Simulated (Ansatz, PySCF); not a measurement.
Spin states of H2O2Ru (SMILES [OH][Ru][OH]), each relaxed with B3LYP-D3(BJ)/def2-TZVP.
State 1 (charge 0, multiplicity 5):
```xyz
5

Ru    -0.108    -0.143    -0.145
O      1.363    -0.051    -1.360
H      1.860     0.735    -1.602
O     -1.598    -0.265     1.045
H     -1.570    -0.246     2.005
```
State 2 (charge 0, multiplicity 3):
```xyz
5

Ru    -0.3063    -0.5244    -0.4321
O      1.3752    -0.0698    -1.0801
H      1.6009     0.8300    -1.3445
O     -1.4831    -0.0732     0.9339
H     -1.2404    -0.1329     1.8655
```

Singlets are restricted, other states unrestricted; no spin–orbit coupling, no relativity up to Kr; see below for the cores. The largest T1 diagnostic is 0.026.

Codes used: Ansatz (an electronic-structure program) with Gaussian orbitals; PySCF for the dispersion terms. Values without a source in brackets are computed. In def2 rows elements past Kr take small-core potentials, without spin–orbit coupling.

One of these levels gives 0.606 eV for the energy of the multiplicity-3 state less that of the multiplicity-5 state. Name it.
(A) r2SCAN/def2-TZVPP
(B) B3LYP-D3(BJ)/def2-TZVPP
(C) wB97M-V/def2-TZVPP
(D) PBE-D3(BJ)/def2-TZVPP

A, r2SCAN/def2-TZVPP. The others give 0.297 (PBE-D3(BJ)/def2-TZVPP), 0.474 (B3LYP-D3(BJ)/def2-TZVPP), 0.548 (wB97M-V/def2-TZVPP)
